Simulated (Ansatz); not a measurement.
Isolated molecules relaxed with PBE0-D4/def2-TZVP in Ansatz; ΔE leaves out vibrations. CCSD(T)/CBS adds triple-zeta CCSD(T) − MP2 to the extrapolated MP2 energy (def2 sets, frozen cores). This one scheme is used for every species. Functionals use def2-TZVPP. Each species was taken in one conformer, which may not be the lowest.

`F[SiH2][AlH2]` + `COCF` → `FC[SiH](F)[AlH2]` + CH₃OH  (formal exchange of groups at the Si–H bond)

`F[SiH2][AlH2]`:

```xyz
7

F    -0.600   -1.241    1.726
Si    0.474   -0.510    0.771
Al   -0.632    0.709   -1.068
H     1.286    0.392    1.639
H     1.401   -1.567    0.270
H    -2.210    0.725   -1.234
H     0.281    1.494   -2.105
```

`COCF`:

Cartesian coordinates in Å:
```
C 0.876 -0.575 -0.529
O -0.518 -0.338 -0.537
C -0.948 0.468 0.474
F -0.525 1.773 0.294
H 1.196 -0.978 0.440
H 1.078 -1.309 -1.308
H 1.436 0.340 -0.739
H -0.556 0.151 1.451
H -2.039 0.467 0.455
```

`FC[SiH](F)[AlH2]`:

Cartesian coordinates in Å:
```
F 0.149 2.743 0.163
C 0.195 1.499 -0.452
Si 0.008 0.087 0.795
F 1.299 0.082 1.759
Al -0.263 -2.104 -0.331
H 1.142 1.427 -1.000
H -0.618 1.447 -1.187
H -1.168 0.421 1.650
H 0.528 -3.388 0.158
H -1.272 -2.214 -1.554
```

CH₃OH:

Cartesian coordinates in Å:
```
C 0.059 -0.019 -0.351
O -0.380 -0.452 0.917
H -0.163 -0.821 -1.056
H 1.139 0.168 -0.378
H -0.463 0.885 -0.688
H -0.192 0.238 1.556
```

CCSD(T)/CBS gives -10.5 kJ/mol.

Question: Another level gave -10.4 kJ/mol. Which?
A. PBE-QIDH/def2-TZVPP
B. PBE-D4/def2-TZVPP
C. BHLYP/def2-TZVPP
D. HF/def2-TZVPP

Answer: B. PBE-D4 -10.4, BHLYP -1.7, PBE-QIDH -6.1, HF/def2-TZVPP 6.0 kJ/mol.

Largest T1 diagnostic among the species: 0.012.

In def2-TZVPP, CCSD(T) changes the Hartree–Fock value by −10.6 kJ/mol (the triples alone add −0.1 kJ/mol) and MP2 by −13.2 kJ/mol. Leaving LDA and LC-ωPBE aside and taking each functional with its dispersion term where it has one, the values, not all of them listed here, spread over 8.0 kJ/mol, from revPBE-D4 to CAM-B3LYP-D4. LDA lies +8.5 kJ/mol from PBE without D4.
